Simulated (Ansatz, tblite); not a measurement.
Cost and result up the ladder for the cluster B₈H₁₃⁻ (the lowest singlet isomer of a short search) (21 atoms). Charge -1, multiplicity 1. Geometry: r2SCAN-D4/def2-SVPD.

Cartesian coordinates in Å:
```
B -0.8060 0.5142 0.8765
B 0.4473 -0.7034 1.1541
B -1.3791 0.5035 -0.8678
B -0.8460 -0.9961 -1.7889
B -0.1761 1.6569 -0.3709
B 0.8647 0.8870 0.6621
B -1.0001 -1.0318 -0.0197
B 2.1973 -0.1247 1.1037
H -1.7054 -1.6669 -2.3280
H -0.1155 2.8452 -0.5575
H 2.6265 -0.2930 2.2192
H -1.0501 0.2090 -2.2093
H 0.3159 -1.1736 2.2521
H -1.7722 -1.8196 0.4693
H 1.9594 1.3118 1.1833
H -1.5063 0.8894 1.7811
H 0.2996 -1.1307 -2.1879
H -2.5444 0.8208 -0.9763
H 0.2802 -1.5248 0.1419
H 2.9924 -0.1885 0.1907
H 0.9179 1.0152 -0.7276
```

Ansatz on 4 threads of Arm Neoverse V2 on a shared host; xTB runs through tblite on one thread. Times are rough, summed over both states, and most runs start from the orbitals of an earlier one. PBE0-D4/def2-TZVPD serves as the yardstick here, not as an exact answer. The other state is a triplet.

The xTB rows come from tblite. The structure comes from a short search, and lower isomers may exist.

xTB has no spin-polarisation term.

```
                             level  functions  wall time  vertical triplet (eV)  difference from PBE0-D4/def2-TZVPD (eV)                    remarks
                          GFN2-xTB         45    0.014 s                   2.84                                     0.05                          –
                          GFN1-xTB         58    0.017 s                   3.35                                     0.56                          –
                 PBE-D4/def2-TZVPD        413       22 s                   2.70                                    -0.09  HOMO above zero (triplet)
                PBE0-D4/def2-TZVPD        413       40 s                   2.79                                     0.00  HOMO above zero (triplet)
r2SCAN-D4/def2-TZVPD (with forces)        413       42 s                   2.69                                    -0.10  HOMO above zero (triplet)
```
